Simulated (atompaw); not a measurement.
# An all-electron radial function and its pseudo partner (C (Z = 6))

Columns: radius, all-electron u(r) and pseudo u(r) of the 2p shell (level -5.29 eV) of carbon in the configuration [He] 2s2 2p2; PBE, scalar-relativistic, PAW (atompaw) scheme, atompaw 4.2.0.5.

```
r (bohr)  all-electron  pseudo
   0.073        0.0272  0.0065
   0.146        0.0889  0.0257
   0.219        0.1655  0.0567
   0.292        0.2458  0.0983
   0.365        0.3235  0.1487
   0.438        0.3952  0.2058
   0.512        0.4600  0.2682
   0.585        0.5156  0.3317
   0.658        0.5633  0.3950
   0.731        0.6037  0.4556
   0.804        0.6367  0.5117
   0.877        0.6628  0.5618
   0.950        0.6824  0.6045
   1.023        0.6961  0.6392
   1.096        0.7046  0.6656
   1.169        0.7085  0.6838
   1.242        0.7084  0.6944
   1.315        0.7048  0.6981
   1.388        0.6984  0.6960
   1.462        0.6894  0.6892
   1.535        0.6785  0.6790
   1.608        0.6660  0.6664
   1.681        0.6521  0.6522
   1.754        0.6371  0.6371
   1.827        0.6213  0.6213
   1.900        0.6049  0.6049
```

Q: How many radial nodes do the two functions have?

A: The all-electron 2p function has n − l − 1 = 0; the pseudo-wave has 0.

Q: Is the pseudo-wave norm-conserving?

A: No, it belongs to a PAW set: the norm inside the radius is not constrained, and the difference is carried by the augmentation charge.
